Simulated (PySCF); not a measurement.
Ge(H)3(tBu) (C4H12Ge), SMILES [C](C)(C)(C)[GeH3].

Geometry optimised at PBE0-D3(BJ)/def2-SVP. The isomer is the one that the SMILES or the coordinates give; other isomers of the formula were not compared.

Calculation: PySCF with TDA-LC-ωPBE/def2-SVPD.

Vertical excitations; the highest root listed may be one member of a degenerate set. Gas-phase values at a fixed geometry. State labels are in the subgroup Cs.

```
state  symmetry  energy (eV)  λ (nm)      f                                                  main pairs
-----  --------  -----------  ------  -----  ----------------------------------------------------------
S1           A'         7.98     155  0.010                            HOMO→LUMO 71 %, HOMO→LUMO+1 21 %
S2           A'         8.71     142  0.005                   HOMO→LUMO+2, HOMO→LUMO+5 (degenerate set)
S3           A"         8.71     142  0.005                   HOMO→LUMO+3, HOMO→LUMO+6 (degenerate set)
S4           A'         8.75     142  0.642          HOMO→LUMO+1 53 %, HOMO→LUMO 24 %, HOMO→LUMO+4 11 %
S5           A"         9.19     135  0.075  HOMO−1→LUMO, HOMO−1→LUMO+4, HOMO−1→LUMO+1 (degenerate set)
S6           A'         9.19     135  0.075  HOMO−2→LUMO, HOMO−2→LUMO+4, HOMO−2→LUMO+1 (degenerate set)
T1           A'         7.35     169      0                          HOMO→LUMO+1 59 %, HOMO→LUMO+4 19 %
T2           A'         7.79     159      0                                              HOMO→LUMO 79 %
```
Triplets are in the Tamm–Dancoff approximation.
